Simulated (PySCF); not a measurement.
Sn(Me)2(Cl)2 anion (C2H6Cl2Sn), SMILES [Cl][Sn]([CH3])([CH3])[Cl] (connectivity only; charge and spin as stated), charge -1, multiplicity 2.

Coordinates come from a PBE-D3(BJ)/def2-SVPD optimisation. The spin state was assumed, not searched. The isomer is the one that the SMILES or the coordinates give; other isomers of the formula were not compared. The def2 effective core potentials stand for the cores of Sn; spin–orbit coupling is left out.

All values below come from PBE-D3(BJ)/def2-SVPD (PySCF).

Frequencies are harmonic and unscaled.

Computed normal modes with their intensities:
```tsv
mode	ν (cm⁻¹)	IR (km/mol)	moving atoms (share of kinetic energy)
1	33	0.0	H 96 %
2	65	4.9	Cl 65 %, Sn 16 %, C 14 %
3	68	0.3	H 98 %
4	72	8.4	Cl 58 %, Sn 31 %
5	122	0.0	C 55 %, H 30 %, Cl 15 %
6	132	1.2	C 49 %, H 28 %, Cl 15 %, Sn 8 %
7	133	4.7	C 49 %, H 29 %, Sn 18 %
8	206	6.1	Cl 98 %
9	207	159.2	Cl 63 %, Sn 36 %
10	446	18.6	C 73 %, H 18 %, Sn 9 %
11	465	40.1	C 67 %, H 19 %, Sn 14 %
12	622	2.7	H 87 %, C 12 %
13	659	0.0	H 84 %, C 16 %
14	680	45.5	H 82 %, C 17 %
15	721	25.9	H 81 %, C 18 %
16	1071	0.2	H 81 %, C 19 %
17	1085	2.8	H 82 %, C 18 %
18	1353	2.2	H 94 %
19	1357	1.7	H 95 %
20	1365	0.0	H 95 %
21	1373	2.5	H 95 %
22	2965	30.1	H 98 %
23	2966	21.2	H 98 %
24	3082	0.0	H 90 %, C 10 %
25	3083	23.5	H 90 %, C 10 %
26	3086	12.9	H 91 %, C 9 %
27	3086	10.8	H 91 %, C 9 %
```
